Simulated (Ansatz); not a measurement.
Born–Oppenheimer molecular dynamics of BF2HO (5 atoms, charge 0, multiplicity 1). It goes on from the last frame of an earlier run, with new velocities.

All numbers below come from Ansatz, RKS PBE0-D4/cc-pVDZ.

```yaml
ensemble: NVE (velocity Verlet)
time_step: 0.5 fs
steps_asked: 150
starting_velocities_drawn_for: 2000 K
seed: 202136
```

First frame:

```xyz
5
Properties=species:S:1:pos:R:3
B -0.124 -0.021 -0.178
F 0.076 -0.233 1.103
F 0.992 0.311 -0.884
O -1.228 -0.498 -0.792
H -2.045 -0.473 -0.326
```

Question: How far do the bonds stretch over the last three quarters of this one trajectory? (Pairs bonded in most of those frames.)

Answer: 
```tsv
bond	mean (Å)	spread (Å)	shortest	longest
B1–F2	1.355	0.051	1.26	1.45
B1–F3	1.327	0.020	1.30	1.37
B1–O4	1.360	0.070	1.26	1.50
O4–H5	0.970	0.030	0.92	1.01
```

Mean temperature of the second half: 1335 K. The conserved energy stayed within 0.41 meV per atom of its start (net change 0.042 meV per atom), so the integration is sound. A run of 0.075 ps of so small a system gives no equilibrium averages.

The run took 2.7 min on 1 thread of Arm Neoverse V2 (shared host), peak memory 0.1 GiB.
